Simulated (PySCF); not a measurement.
# Working out the excitation energy of O+

O+ [He] 2s2 2p3 (4S) → O+ [He] 2s2 2p2 3s1 (4P). Computed with PySCF 2.14 in aug-cc-pVDZ-DK, with the spin-free X2C one-electron Hamiltonian (Gaussian nucleus). Frozen: 1s2. Energies in hartree (1 hartree = 27.21139 eV):

```
            part  O+ (lower)  O+ (upper)
             UHF  -74.405878  -73.568301
CCSD correlation   -0.088218   -0.088519
             (T)   -0.000786   -0.001252
```

Q: What does Hartree-Fock give?

A: (-73.568301) − (-74.405878) = 0.837577 hartree = 22.792 eV.

Q: What do CCSD and CCSD(T) give?

A: The CCSD correlation energies differ by -0.000301 hartree = -0.008 eV and the triples by -0.000466 hartree = -0.013 eV, so CCSD gives 22.784 eV and CCSD(T) 22.771 eV.

Measured between the centres of the two terms (NIST): 22.987 eV, so CCSD(T) (valence) is off by -0.216 eV.

A double-zeta basis recovers only part of the correlation energy.

What remains against the reference includes basis incompleteness, the frozen core and higher excitations.
